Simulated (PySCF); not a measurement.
Job file and geometry (Å, from GFN2-xTB) of an NMR shielding run on SMILES B[SiH2]NCCC, C3H12BNSi, GIAO PBE0/pcSseg-1 NMR shielding, non-relativistic, gas phase (PySCF 2.14.0, density-fitted response routines); density fitting, a coarse starting grid and PySCF grid level 2 are the driver's defaults:

```
$ OMP_NUM_THREADS=1 python probes_run.py task.json out

{"job": {"kind": "nmr", "xc": "PBE0", "basis": "pcSseg-1"}, "charge": 0, "multiplicity": 1}
B      3.157800    -0.661164     0.606751
Si     1.978015     0.001785    -0.796472
N      0.469643     0.466082    -0.107115
C     -0.643457     1.003226    -0.846700
C     -1.981940     0.522657    -0.281787
C     -2.146986    -0.983167    -0.438300
H      4.182300    -1.144900     0.318794
H      2.911523    -0.597824     1.748214
H      1.604360    -0.974330    -1.844295
H      2.576599     1.116540    -1.583317
H      0.424622     0.721207     0.867692
H     -0.624572     2.103855    -0.845117
H     -0.539006     0.672549    -1.881033
H     -2.033718     0.789719     0.777049
H     -2.792634     1.040957    -0.797641
H     -3.062669    -1.322571     0.040736
H     -1.302282    -1.497410     0.013123
H     -2.186357    -1.250894    -1.491759
```

Task: Write the output of this run.

Result: 
```
coarse grid: 14472 points
cycle   1  E = -490.1069638095  dE =  3.011e-01  |g| = 4.513e-01  |ddm| = 3.560e+00
cycle   2  E = -490.0699343732  dE =  3.703e-02  |g| = 6.115e-01  |ddm| = 1.058e+00
cycle   3  E = -490.1570358678  dE = -8.710e-02  |g| = 7.287e-02  |ddm| = 6.878e-01
cycle   4  E = -490.1580908443  dE = -1.055e-03  |g| = 2.858e-02  |ddm| = 8.995e-02
cycle   5  E = -490.1582798685  dE = -1.890e-04  |g| = 5.423e-03  |ddm| = 2.642e-02
cycle   6  E = -490.1582867329  dE = -6.864e-06  |g| = 1.079e-03  |ddm| = 5.702e-03
final grid: 132216 points
cycle   7  E = -490.1910243593  dE = -3.531e-05  |g| = 8.652e-03  |ddm| = 2.407e-02
cycle   8  E = -490.1910131525  dE =  1.121e-05  |g| = 1.114e-02  |ddm| = 1.843e-02
cycle   9  E = -490.1910431484  dE = -3.000e-05  |g| = 1.052e-03  |ddm| = 1.086e-02
cycle  10  E = -490.1910433961  dE = -2.477e-07  |g| = 2.734e-04  |ddm| = 1.142e-03
cycle  11  E = -490.1910434113  dE = -1.517e-08  |g| = 5.516e-05  |ddm| = 2.420e-04
cycle  12  E = -490.1910434122  dE = -8.881e-10  |g| = 1.375e-05  |ddm| = 8.141e-05
converged SCF energy = -490.1910434122

GIAO shielding tensors (ppm)
atom      isotropic    diamagn.    paramagn.     s11        s22        s33       span
  0 B      -19.984     197.864    -217.848   -148.925    -57.865    146.838    295.764
  1 Si     397.714     881.604    -483.891    338.990    362.162    491.989    152.999
  2 N      245.843     325.008     -79.165    190.198    239.512    307.819    117.621
  3 C      137.036     243.473    -106.437    118.463    136.486    156.159     37.696
  4 C      155.355     247.589     -92.234    145.672    151.170    169.224     23.552
  5 C      174.269     247.328     -73.059    158.036    176.836    187.937     29.901
  6 H       20.973      29.253      -8.279      7.774     26.373     28.772     20.998
  7 H       20.847      30.478      -9.631      6.223     27.798     28.520     22.297
  8 H       26.498      29.954      -3.456     21.910     26.150     31.435      9.526
  9 H       26.292      28.829      -2.537     21.991     24.735     32.151     10.160
 10 H       32.400      36.127      -3.727     23.492     30.623     43.086     19.593
 11 H       28.140      29.701      -1.561     22.321     27.813     34.288     11.967
 12 H       29.460      31.508      -2.047     25.004     29.507     33.871      8.867
 13 H       30.575      31.633      -1.058     26.517     29.184     36.022      9.505
 14 H       30.153      29.580       0.573     25.634     28.332     36.493     10.859
 15 H       30.754      28.541       2.213     26.107     28.039     38.117     12.010
 16 H       29.914      31.614      -1.700     24.976     30.695     34.073      9.097
 17 H       31.093      29.838       1.255     27.066     28.677     37.535     10.470
```

Size and cost of the density-fitted run: 169 basis functions, 21 s wall time on 1 thread of an Arm Neoverse V2, shared host; peak memory 0.79 GiB.
